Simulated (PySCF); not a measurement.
C3H8Si2, SMILES C=C1C[SiH2][SiH2]1. Geometry: PBE-D3(BJ)/def2-SVP. The structure was generated by enumeration, and PubChem lists no compound with its InChIKey, so it may never have been made.

**Question.** Give the equilibrium geometry at PBE-D3(BJ)/def2-SVP (PySCF confirms it by a frequency run) as Cartesian coordinates in Å. (Estimate from the structure and the level; the computed values follow.)

**Answer.** 
```xyz
13

C     -1.5202     1.7201     0.4686
C     -0.6711     0.8364    -0.0938
C      0.8087     1.0705    -0.3836
Si     1.4249    -0.6469     0.2655
Si    -0.8251    -1.0608    -0.2762
H     -2.5553     1.4449     0.7287
H     -1.2086     2.7555     0.6982
H      1.2325     1.9991     0.0522
H      0.9965     1.0892    -1.4817
H      1.6814    -0.6145     1.7480
H      2.6018    -1.2662    -0.4422
H     -1.8238    -1.7621     0.6042
H     -1.0263    -1.5004    -1.7051
```
